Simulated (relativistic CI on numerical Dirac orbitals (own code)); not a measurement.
## Calculated levels, As13+

Calculated at this level of theory: Dirac-Coulomb-Breit CI, separate exchange-only KLI orbitals for each configuration, model QED (radiative potential, 1s self-energy scaled to tabulated hydrogen-like ionisation energies), unscaled Slater integrals (own radial code, finite nucleus).

Configuration list (outside the closed core [Ne]): 3s2.3p6.3d2, 3s2.3p5.3d3, 3s.3p6.3d3, 3s2.3p6.3d.4s, 3s2.3p6.3d.4p, 3s2.3p6.3d.4d, 3s2.3p6.4s2, 3s2.3p6.3d.4f, 3s2.3p5.3d2.4s, 3s2.3p6.4s.4p, 3s2.3p6.3d.5s, 3s2.3p6.4p2, 3s2.3p5.3d2.4p, 3s2.3p6.4s.4d, 3s2.3p6.3d.5p, 3s2.3p6.4p.4d, 3s2.3p6.3d.5d, 3s2.3p5.3d2.4d, 3s2.3p6.3d.5f, 3s.3p6.3d2.4s, 3s2.3p6.3d.5g, 3s2.3p6.4d2, 3s2.3p6.3d.6s, 3s2.3p6.3d.6p, 3s.3p6.3d2.4p, 3s2.3p6.3d.6d, 3p6.3d4, 3p5.3d5. Double excitations out of closed p, d and f shells are left out; levels of such configurations are missing from the list, as are those of other unlisted configurations, and high levels can miss mixing partners. These lack a partner that the ground configuration has and come out too high: 3s2.3p5.3d2.4s, 3s2.3p5.3d2.4p, 3s2.3p5.3d2.4d.

The lowest level is 3s2.3p6.3d2 3F_2, with 98 % of that term; Hund's rules for 3s2.3p6.3d2 give 3F with J = 2, in agreement.

```csv
No.,Configuration,Term,J,E (eV),%,Next component (%)
1,3s2.3p6.3d2,3F,2,0.0000,98,2 1D
2,3s2.3p6.3d2,3F,3,0.7382,100,
3,3s2.3p6.3d2,3F,4,1.5510,99,1 1G
4,3s2.3p6.3d2,1D,2,4.5494,73,25 3P
5,3s2.3p6.3d2,3P,0,4.9153,99,1 1S
6,3s2.3p6.3d2,3P,1,5.2275,100,
7,3s2.3p6.3d2,3P,2,5.9845,74,25 1D
8,3s2.3p6.3d2,1G,4,7.2176,99,1 3F
9,3s2.3p6.3d2,1S,0,16.6208,99,1 3P
10,3p5.3d3(4P),5S°,2,78.8019,77,15 5D°
11,3p5.3d3(4F),5D°,2,78.8667,55,22 5F°
12,3p5.3d3(4F),5D°,3,78.9299,61,35 5F°
13,3p5.3d3(4F),5D°,1,78.9615,84,15 5F°
14,3p5.3d3(4F),5D°,0,79.1124,99,1 3P°
15,3p5.3d3(4F),5D°,4,79.2868,57,38 5F°
16,3p5.3d3(4F),5F°,5,80.6806,80,20 5G°
17,3p5.3d3(4F),5F°,1,81.1660,76,15 5D°
18,3p5.3d3(4F),5F°,4,81.3277,40,37 5D°
19,3p5.3d3(4F),5F°,2,81.3417,55,26 5D°
20,3p5.3d3(4F),5F°,3,81.4348,44,33 5D°
21,3p5.3d3(4F),5G°,6,82.6762,99,1 3H°
22,3p5.3d3(4F),5G°,5,83.8045,72,17 5F°
23,3p5.3d3(2G),3F°,2,84.4417,64,24 5G°
24,3p5.3d3(4F),5G°,4,84.4425,60,22 3G°
25,3p5.3d3(4F),5G°,3,84.8994,59,24 3G°
26,3p5.3d3(2G),3F°,3,85.4271,63,29 3G°
27,3p5.3d3(2P),3P°,2,86.0971,59,33 3D°
28,3p5.3d3(2G),3F°,4,86.1602,53,28 3G°
29,3p5.3d3(2D),3D°,3,86.7519,89,5 5D°
30,3p5.3d3(4F),5G°,2,86.7681,65,32 3F°
31,3p5.3d3(2P),3P°,1,86.8245,69,24 3D°
32,3p5.3d3(2G),3G°,5,87.4685,76,18 3H°
33,3p5.3d3(2H),3G°,4,87.6692,36,31 1G°
34,3p5.3d3(2P),3D°,2,87.9345,57,31 3P°
35,3p5.3d3(2D),3P°,0,87.9853,94,6 1S°
36,3p5.3d3(2H),3G°,3,88.3090,50,27 3F°
37,3p5.3d3(2G),3H°,6,88.3902,84,12 3I°
38,3p5.3d3(2D),3D°,1,88.4195,64,22 3P°
39,3p5.3d3(2H),3I°,7,89.3526,100,
40,3p5.3d3(2G),3H°,5,90.0246,71,16 3G°
41,3p5.3d3(2P),3D°,3,90.1455,59,17 3F°
42,3p5.3d3(2D),3F°,4,90.1547,43,29 1G°
43,3p5.3d3(2H),3I°,6,90.3994,71,19 3H°
44,3p5.3d3(4P),3P°,0,90.4753,44,40 1S°
45,3p5.3d3(2D),3F°,4,90.7450,66,16 3G°
46,3p5.3d3(4P),5P°,3,91.1263,48,19 5D°
47,3p5.3d3(4P),5D°,1,91.1366,41,25 3P°
48,3p5.3d3(4P),5D°,2,91.1704,51,18 5P°
49,3p5.3d3(2D),3F°,3,91.6437,38,31 3D°
50,3p5.3d3(2F),3D°,2,91.9861,50,20 5P°
51,3p5.3d3(2H),3I°,5,92.1869,75,20 3H°
52,3p5.3d3(4F),5D°,4,92.2161,33,33 3H°
53,3p5.3d3(4F),3G°,3,92.5405,61,19 1F°
54,3p5.3d3(4P),3D°,1,92.7631,58,17 5D°
55,3p5.3d3(2D),3F°,2,92.7868,56,19 1D°
56,3p5.3d3(4F),5D°,4,92.8921,54,23 3H°
57,3p5.3d3(4P),5D°,0,93.1506,64,30 1S°
58,3p5.3d3(4P),5D°,3,93.1674,53,14 5P°
59,3p5.3d3(2H),3H°,6,93.6289,53,46 1I°
60,3p5.3d3(2P),3D°,1,93.6552,25,21 3S°
61,3p5.3d3(4P),5D°,2,93.9632,29,23 3D°
62,3p5.3d3(4F),3G°,5,94.4547,64,28 1H°
63,3p5.3d3(4F),3G°,4,94.5693,55,20 3F°
64,3p5.3d3(2D),3P°,1,95.1398,37,19 5P°
65,3p5.3d3(2D),3P°,2,95.2500,33,28 5P°
66,3p5.3d3(2D),1F°,3,95.6665,38,23 3G°
67,3p5.3d3(2D),3P°,0,95.9313,63,19 5D°
68,3p5.3d3(2F),3G°,5,96.1550,73,12 1H°
69,3p5.3d3(2D),3D°,1,96.2934,40,22 5P°
70,3p5.3d3(2D),3F°,4,96.2969,51,26 3H°
```

Energies count from the lowest computed level; ° marks odd parity. Percentages are summed over parent terms; the parents shown are those of the largest component, closed shells are left out there.

The mean weight of the leading LS term, summed over parents, in these 70 levels is 64 %, and that of the leading jj configuration (from the same eigenvectors) 50 %, so LS coupling describes them better.

At this charge energies of transitions that change n are usually good to better than 1 %, and those within a shell (Δn = 0) to a few per cent. Terms inside the open d or f shell come out 10 to 20 % too wide with unscaled integrals.

Landé's interval rule says that E(J) − E(J−1) = AJ with one A. For the ground term the intervals give A = 1984.6, 1639.1 cm⁻¹ for J = 3, 4; the multiplet is regular.

LS names give the leading component of a level, which can be under half, so a name can repeat, a term be missing and a line seem to break the LS rules.
